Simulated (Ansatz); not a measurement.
One change: `B[S][GeH3]` becomes `[SH][GeH3]`.

Ansatz, PBE0-D4/def2-TZVP geometries, multiplicity 1. 

Scalar relativity is left out up to krypton.

```csv
property,`B[S][GeH3]`
size of the dipole moment (B3LYP/def2-TZVPP) / D,1.38
zero-point energy (PBE0-D4/def2-TZVP) / kJ/mol,121.2
LUMO energy (B3LYP/def2-TZVPP) / eV,-1.61
LUMO energy (PBE0/def2-TZVPP) / eV,-1.42
HOMO–LUMO gap (B3LYP/def2-TZVPP) / eV,6.29
HOMO energy (B3LYP/def2-TZVPP) / eV,-7.90
```

(1) What does the change do to each property? (An estimate is asked.)

## Answers

(1) Ansatz gave: 
```tsv
property	`[SH][GeH3]`	shift
size of the dipole moment (B3LYP/def2-TZVPP) / D	1.24	-0.14
zero-point energy (PBE0-D4/def2-TZVP) / kJ/mol	85.1	-36.1
LUMO energy (B3LYP/def2-TZVPP) / eV	-0.27	1.34
LUMO energy (PBE0/def2-TZVPP) / eV	0.01	1.43
HOMO–LUMO gap (B3LYP/def2-TZVPP) / eV	6.80	0.51
HOMO energy (B3LYP/def2-TZVPP) / eV	-7.07	0.83
```

With PBE0 the HOMO rises by 0.82 eV and the LUMO rises by 1.43 eV, so the gap widens by about 0.61 eV. PBE moves the HOMO by 0.96 eV and ωB97M-V by 0.77 eV. The zero-point energy changes by -36.1 kJ/mol with -6 modes. Dipoles are sizes alone; their direction can turn.

B3LYP here is the variant with VWN-RPA as its local correlation; programs differ in this.
